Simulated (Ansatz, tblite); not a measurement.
Forces on Cu12Pd⁺ at its PBE-D4/def2-SVP geometry. Charge 1, multiplicity 2.

In the def2 sets Pd takes a core potential; there is no spin–orbit coupling. The xTB rows come from tblite. Single mean-field runs in def2-TZVP are fitted with def2-universal-jkfit. The structure comes from a short search, and lower isomers may exist.

GFN1-xTB (tblite), largest force 0.76 eV/Å:

```xyz
13
positions Å, forces eV/Å
Pd   -0.715    1.967   -0.502   -0.229    0.379   -0.162
Cu    2.156   -2.014    0.205    0.276   -0.270    0.034
Cu    0.979   -0.844    2.112    0.137   -0.115    0.421
Cu    0.659   -1.752   -1.795    0.044   -0.356   -0.374
Cu    0.957    0.053   -0.062    0.659    0.373    0.015
Cu   -1.220    0.012    1.245   -0.514   -0.116    0.512
Cu   -1.323   -0.439   -1.165   -0.487   -0.056   -0.395
Cu    2.690   -0.506   -1.636    0.318   -0.029   -0.186
Cu   -3.001    1.051   -0.042   -0.094    0.106   -0.055
Cu   -1.906    2.281    1.758   -0.057    0.126    0.056
Cu    0.568    0.697   -2.323    0.006    0.167   -0.334
Cu   -0.303   -2.102    0.392   -0.153   -0.517    0.133
Cu    0.462    1.595    1.813    0.095    0.307    0.335
```

GFN2-xTB (tblite), largest force 2.65 eV/Å:

```
Pd 0.465 -2.272 1.278
Cu 0.344 0.082 -0.207
Cu 0.040 -0.329 -0.409
Cu 0.174 -0.520 0.248
Cu -1.164 1.932 0.186
Cu 0.348 0.209 -0.902
Cu -0.077 -0.033 0.176
Cu 0.179 -0.601 0.110
Cu -0.057 0.326 0.037
Cu -0.076 0.115 -0.257
Cu -0.053 0.667 0.365
Cu -0.280 0.261 -0.049
Cu 0.157 0.164 -0.577
```

PBE-D4/def2-TZVP (Ansatz), largest force 0.34 eV/Å:

```
Pd 0.037 0.072 -0.042
Cu 0.223 -0.215 0.079
Cu 0.085 -0.053 0.272
Cu -0.032 -0.194 -0.200
Cu 0.047 0.102 -0.005
Cu -0.100 -0.084 0.132
Cu -0.191 -0.043 -0.181
Cu 0.307 0.075 -0.126
Cu -0.297 0.000 -0.104
Cu -0.127 0.230 0.195
Cu 0.011 0.174 -0.224
Cu -0.161 -0.260 0.082
Cu 0.196 0.197 0.123
```
